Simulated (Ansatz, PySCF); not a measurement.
TlCl, SMILES [Cl][Tl]. Atoms are numbered in the order given.

```xyz
2

Tl     0.0000     0.0000    -0.4200
Cl     0.0000     0.0000     2.1122
```

Coordinates come from a B3LYP-D3(BJ)/def2-TZVP optimisation. The def2 effective core potentials stand for the cores of Tl; spin–orbit coupling is left out.

Two levels are set side by side: PBE-D3(BJ)/def2-TZVP (Ansatz, a program for electronic structure) and B3LYP-D3(BJ)/def2-TZVP (Ansatz). Each level has its own optimised geometry; the coordinates shown are those of the second. Frequencies come from the Hessian of PySCF at each geometry. Differences are taken from unrounded values.

```
quantity                            B3LYP-D3(BJ)
----------------------------------  ------------
bond Tl1–Cl2 (Å)                           2.532
highest harmonic wavenumber (cm⁻¹)           270
mean harmonic wavenumber (cm⁻¹)              270
zero-point energy (kcal/mol)                0.39
```

Q: What does PBE-D3(BJ) give, and how far is it from B3LYP-D3(BJ)? (The exact figures need the calculation; the answer reports its results.)

A: 
```json
[
 {"quantity": "bond Tl1–Cl2 (Å)", "PBE-D3(BJ)": "2.522", "PBE-D3(BJ) minus B3LYP-D3(BJ)": "-0.010"},
 {"quantity": "highest harmonic wavenumber (cm⁻¹)", "PBE-D3(BJ)": "271", "PBE-D3(BJ) minus B3LYP-D3(BJ)": "1"},
 {"quantity": "mean harmonic wavenumber (cm⁻¹)", "PBE-D3(BJ)": "271", "PBE-D3(BJ) minus B3LYP-D3(BJ)": "1"},
 {"quantity": "zero-point energy (kcal/mol)", "PBE-D3(BJ)": "0.39", "PBE-D3(BJ) minus B3LYP-D3(BJ)": "0.00"}
]
```

Here PBE gives about what the other level gives.
